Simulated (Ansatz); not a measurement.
System: S₂, net charge 0, singlet state. This is an excited singlet: at this geometry the triplet lies 0.73 eV lower at CCSD(T)/CBS(aug-cc-pV(T+d)Z,aug-cc-pV(Q+d)Z). 
Coordinates optimised at B3LYP-D3(BJ)/def2-TZVP (Ansatz, a quantum-chemistry and plane-wave program):
```
S
S 1 1.9055
```
Charge 0, spin multiplicity 1.

Basis-set convergence of Hartree-Fock and MP2 correlation energies (hartree) with Ansatz. Valence correlation only, unless marked. Spin-orbit coupling is left out. No relativistic terms.

The Hartree-Fock reference is unstable (checked in the largest basis), which strains HF and MP2. 

| basis | functions | E(HF) | E(corr, MP2) |
|---|---|---|---|
| cc-pV(D+d)Z | 46 | -795.01395 | -0.26119 |
| cc-pV(T+d)Z | 78 | -795.04517 | -0.33755 |
| cc-pV(Q+d)Z | 128 | -795.05246 | -0.36683 |
| cc-pV(5+d)Z | 200 | -795.05379 | -0.37967 |

Extrapolating the two largest sets (X = 4 and 5) as X^-3: E(corr) = (125·(-0.37967) - 64·(-0.36683))/61 = -0.3931 Eh, an estimate of the basis-set limit. The largest set recovers 96.6 % of it, the smallest 66.4 %.
